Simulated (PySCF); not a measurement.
Cu(Cl) anion (ClCu), SMILES [Cl][Cu] (connectivity only; charge and spin as stated), charge -1, multiplicity 2.

Coordinates come from a PBE0-D3(BJ)/def2-TZVPD optimisation. The multiplicity is an assumed one; other spin states were not compared.

Calculation: PBE0-D3(BJ)/def2-TZVPD (PySCF).

Frequencies are harmonic and unscaled.

Question: Give all harmonic wavenumbers and intensities. (An estimate is asked for; the answer gives what the named calculation found.)

Answer: 
| mode | ν (cm⁻¹) | IR (km/mol) | moving atoms (share of kinetic energy) |
|---|---|---|---|
| 1 | 276 | 46.4 | Cl 64 %, Cu 36 % |
